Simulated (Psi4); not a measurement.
C3H6AuN (SMILES C[N+]#[C-]->[Au][CH3]), singlet, at a GFN2-xTB geometry (such geometries of metal compounds can be far from the true shape) (core potentials on Au). Base run: M06-2X/def2-SVP in Psi4 1.11.

Geometry (Å):
```xyz
11

Au     0.3381    -0.0089    -0.3642
C      1.5474     0.9847    -1.6700
H      2.5272     0.5193    -1.7692
H      1.7395     2.0181    -1.3851
H      1.1375     1.0288    -2.6781
C     -2.6148    -0.2307     2.8181
N     -1.6793    -0.4439     1.8100
C     -0.8965    -0.6260     0.9677
H     -2.4846     0.7737     3.2256
H     -2.4730    -0.9673     3.6111
H     -3.6204    -0.3290     2.4055
```
All else is at Psi4's defaults (density fitting).
Base energy -308.05167 Eh.

Each row names what was changed in the base input (with any setting that the change needs).

```csv
change,ΔE vs base (mEh),SCF cycles,grid points,basis functions,outcome
base,0.000,10,238442,118,converged
diis_max_vecs = 15,0.000,10,238442,118,converged
dft_radial_points = 150,…,10,472983,118,converged
guess = huckel,0.000,10,238442,118,converged
df_basis_scf = cc-pvqz-jkfit,-,-,-,118,input refused
scf_initial_accelerator = none,0.000,10,238442,118,converged
soscf = true,-,-,-,118,stopped with an error
guess = core,0.000,16,238442,118,converged
dft_radial_points = 35,…,10,113003,118,converged
puream = false,…,10,238442,…,converged
e_convergence = 1e-10,0.000,13,238442,118,converged
e_convergence = 1e-8,0.000,11,238442,118,converged
dft_nuclear_scheme = becke,0.007,10,236906,118,converged
```

**Question.** Fill in the missing entries.

**Answer.** 
- dft_radial_points = 150, ΔE vs base (mEh): -3.234
- dft_radial_points = 35, ΔE vs base (mEh): -8.885
- puream = false, ΔE vs base (mEh): -12.912
- puream = false, basis functions: 127

- df_basis_scf = cc-pvqz-jkfit: ended with `psi4.driver.qcdb.exceptions.BasisSetNotFound: BasisSet::construct: Unable to find a basis set for atom 1 for key JKFIT among:`
- soscf = true: ended with `Fatal Error: Vx: RKS does not support rotated V builds for MGGA's`
